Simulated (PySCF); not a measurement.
Task: What does the GFN2-xTB structure of `C#C[C@H]1CC(=C)/C1=C\F` look like in three dimensions?

Result: 
```
atom  x, y, z in Å
C1     2.7880    1.4854    0.1539
C2     1.7572    1.0788   -0.2986
C3     0.5253    0.5426   -0.8243
C4     0.4619   -1.0065   -0.9364
C5    -0.7050   -0.9887    0.0219
C6    -1.4992   -1.9162    0.5314
C7    -0.6268    0.4623    0.1616
C8    -1.2598    1.3930    0.8569
F9    -2.2741    1.0992    1.6915
H10    3.6907    1.8580    0.5363
H11    0.2633    1.0621   -1.7502
H12    0.2366   -1.3844   -1.9322
H13    1.3473   -1.5114   -0.5529
H14   -1.3811   -2.9573    0.2823
H15   -2.2919   -1.6588    1.2128
H16   -1.0401    2.4509    0.8346
```

Any rigid rotation of these coordinates is as good. Atoms count from 1 in this order. Of the pairs four or more bonds apart, C6···F9 is among the closest relative to their van der Waals radii: 3.32 Å, 105 % of the sum of Bondi's values. The 8 C–C bonds span 1.197 Å (C1≡C2, drawn triple) to 1.555 Å (C3–C4, drawn single), a spread of 0.358 Å. The 4-membered ring C3–C4–C5–C7 has internal angles of 87.9° to 91.8°; it is planar, 0.01 Å rms from its mean plane, widest ring torsion 2°.

Bonds between heavy atoms (Å): C1≡C2 1.197, C2–C3 1.443, C3–C4 1.555, C4–C5 1.510, C5=C6 1.323, C5–C7 1.460, C7=C8 1.323, C8–F9 1.346, C3–C7 1.518.

Computed geometry: GFN2-xTB, gas phase.

Point group: C1 (no symmetry element, even within 0.4 Å). No frequency check.
